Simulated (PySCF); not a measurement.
# A small calculation by hand: entropy of an ideal gas

BH2IO, SMILES B(I)O.

Geometry optimised at r2SCAN-D4/def2-TZVP. The def2 effective core potentials stand for the cores of I; spin–orbit coupling is left out. Other conformers were not sampled.

r2SCAN-D4/def2-TZVP (PySCF) gives the harmonic wavenumbers 286, 542, 612, 836, 977, 1131, 1337, 2683, 3782 cm⁻¹ and the rotational temperatures 2.4277, 0.1414, 0.1336 K. The molar mass is 155.73 g/mol, the symmetry number 1, the spin multiplicity 1.

**Question.** Work out the entropy at 298.15 K and 1 atm in the rigid-rotor, harmonic-oscillator model.

**Answer.** 
Translation (Sackur–Tetrode at 1 atm): S = R[1.5 ln M + 2.5 ln T − 1.16487] = 171.7 J/(mol K).
Rotation: q = (√π/σ) T^1.5/√(θA θB θC) = 42600, S = R[ln q + 3/2] = 101.1 J/(mol K).
Vibration: with u = 1.4388 ν/T, each mode gives R[u/(e^u − 1) − ln(1 − e^−u)]:
```
ν (cm⁻¹)  modes     u  S (J/(mol K))
--------  -----  ----  -------------
286           1  1.38           6.27
542           1  2.62           2.35
612           1  2.95           1.80
836           1  4.03           0.75
977           1  4.71           0.43
1131          1  5.46           0.23
1337          1  6.45           0.10
```
The stiffer modes add less than 0.005 each. Sum 11.9 J/(mol K).
Spin: R ln 1 = 0.0 J/(mol K).
Total 284.7 J/(mol K); the program's own thermochemistry gives 284.7. Translation makes up 60 % and vibration 4 %. Anharmonicity, hindered rotation and orbital degeneracy are left out.
